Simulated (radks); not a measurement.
The mean radii <r> (bohr) of the occupied orbitals of an atom or ion are listed with their occupations. Method: scalar-relativistic Kohn-Sham, PBEsol, spin-polarised, spherical densities, finite nucleus; Fermi nuclear charge, rms radius of each element as measured or else 0.836 A^(1/3) + 0.57 fm; computed with a radial shooting solver on a logarithmic mesh with Libxc functionals.

orbital  occ.     <r>
1s up       1  0.2301
1s down     1  0.2296
2s up       1   1.166
2s down     1   1.183
2p up       1   1.128

Name the element and its charge. Open shells, if any, are filled with parallel spins first.

Answer. Z = 7, nitrogen, charge +2: N2+ in [He] 2s2 2p1. The 1s radius gives Z: for a bare nucleus <r> = (2 gamma + 1)/(2Z) with gamma = sqrt(1 - (Z/c)^2), 0.2141 bohr for Z = 7, and screening makes it slightly larger (0.2301 here). The occupations add up to 5, and the charge is Z minus that.
